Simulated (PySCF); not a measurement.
# Working out the ionisation energy of Te²⁺

Te²⁺ [Kr] 4d10 5s2 5p2 (3P) → Te³⁺ [Kr] 4d10 5s2 5p1 (2P). Calculation: PySCF 2.14, in aug-cc-pwCVDZ-PP with ECP28MDF; scalar relativity through the core potential. Frozen: 4s2 4p6 4d10. Energies in hartree (1 hartree = 27.21139 eV):

```
            part  Te²⁺ (lower)  Te³⁺ (upper)
             UHF   -266.041610   -265.051856
CCSD correlation     -0.055453     -0.045170
             (T)     -0.000672     -0.000391
```

Q: What does Hartree-Fock give?

A: (-265.051856) − (-266.041610) = 0.989754 hartree = 26.933 eV.

Q: What do CCSD and CCSD(T) give?

A: The CCSD correlation energies differ by 0.010283 hartree = 0.280 eV and the triples by 0.000281 hartree = 0.008 eV, so CCSD gives 27.213 eV and CCSD(T) 27.221 eV.

Reference: 27.84 ± 0.04 eV (measured; NIST Atomic Spectra Database, ionization energies), between the lowest levels; spin-orbit coupling is absent from the calculation.

A double-zeta basis recovers only part of the correlation energy.

What remains against the reference includes basis incompleteness, the frozen core and higher excitations.
